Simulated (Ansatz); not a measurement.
Si2W2. Total charge 0; singlet. Geometry PBE0-D4/def2-SVP; atoms count from 1.

```tsv
atom	x (Å)	y (Å)	z (Å)
W1	-1.6666	0.3068	-1.0076
W2	1.9857	0.7885	1.6419
Si3	-0.5103	-1.6036	-0.9577
Si4	0.1911	0.5083	0.3234
```

In the def2 sets W takes a core potential; there is no spin–orbit coupling. The restricted singlet is unstable towards broken spin symmetry at other levels; at PBE0-D4/def2-TZVP this wasn't settled. No other spin state of charge 0 was run. The geometry of the singlet was relaxed on an unsound state (restricted singlet, unstable towards broken spin symmetry at other levels and untested here). Another isomer (singlet) lies 6.58 eV lower at PBE0-D4/def2-TZVP; other spin states weren't run for this one.

Question: Estimate the Mulliken populations from the PBE0/def2-TZVP orbitals of Ansatz.

Answer: 
```json
{"atom": "W1", "charge (e)": "0.11", "d electrons": "4.81"}
{"atom": "W2", "charge (e)": "-0.09", "d electrons": "4.45"}
{"atom": "Si3", "charge (e)": "-0.08", "d electrons": "–"}
{"atom": "Si4", "charge (e)": "0.05", "d electrons": "–"}
```
Mulliken values and Mayer orders depend strongly on the basis.

Question: And the Mayer bond orders between bonded heavy atoms (over 0.3)?

Answer: W1–Si3 2.49 (2.23 Å); W1–Si4 1.63 (2.29 Å); W2–Si4 1.87 (2.24 Å); Si3–Si4 0.43 (2.57 Å). Values over 0.3 also appear between atoms too far apart for a bond (W1–W2 0.38 at 4.54 Å); they arise where an orbital or an unpaired electron spreads over both atoms.
